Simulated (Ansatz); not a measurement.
Wavefunction ladder for `[CH2][N](C)[In]([F])[F]` radical

Cartesian coordinates in Å:
```
C -1.026 -0.583 0.755
N -0.233 0.160 0.115
C 0.842 0.859 0.780
In -0.293 0.094 -2.210
F 1.630 -0.398 -2.198
F -1.557 -1.439 -2.072
H -0.946 -0.703 1.839
H -1.791 -1.126 0.203
H 0.728 1.932 0.615
H 1.782 0.550 0.318
H 0.862 0.654 1.854
```

The species carries charge 0 and has multiplicity 2. Correlated methods include outer-core shells of In, which these sets cover unevenly. In: def2 effective core potential. Geometry: relaxed with PBE0-D4/def2-TZVP. It is one conformer, not always the lowest. Frozen core, unrestricted reference, Ansatz.

| basis | HF (Eh) | MP2 corr. | CCSD corr. | (T) | CCSD(T) total |
| --- | --- | --- | --- | --- | --- |
| def2-SVP | -520.96318 | -0.88971 | -0.92876 | -0.02418 | -521.91612 |
| def2-TZVPP | ? | ? | ? | ? | ? |
| def2-QZVPP | -521.39591 | -1.58695 | – | – | – |

Question: Fill in the withheld values. (Estimate.)

Answer: Ansatz gave: def2-TZVPP HF (Eh): -521.37812; def2-TZVPP MP2 corr.: -1.31177; def2-TZVPP CCSD corr.: -1.32937; def2-TZVPP (T): -0.04712; def2-TZVPP CCSD(T) total: -522.75461.
